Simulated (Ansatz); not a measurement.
Gas-phase electronic energies from Ansatz, PBE0-D4/def2-TZVP geometries. CCSD(T)/CBS adds triple-zeta CCSD(T) − MP2 to the extrapolated MP2 energy (def2 sets, frozen cores). This one scheme is used for every species. DFT in def2-TZVPP. One conformer a species, not always the lowest.

Consider the ligand exchange at the Al–O bond: `O[SiH]([SiH3])[O][AlH2]` + `C[SiH](O)F` → `C[SiH](F)[O][AlH2]` + `O[SiH](O)[SiH3]`.

```
         level  ΔE (kJ/mol)
        PBE-D4         -3.6
     r2SCAN-D4         -3.8
       PBE0-D4         -3.1
        r2SCAN         -4.1
 HF/def2-TZVPP         -3.5
MP2/def2-TZVPP         -3.1
 HF/def2-QZVPP         -3.6
 MP2/CBS(def2)         -3.2
```

Q: What does CCSD(T)/CBS give? (An estimate is asked.)

A: The calculation gave: -3.3 kJ/mol. The listed levels differ from it by -0.3, -0.5, 0.2, -0.8, -0.2, 0.2, -0.3, 0.1 kJ/mol.

Largest T1 diagnostic among the species: 0.013.
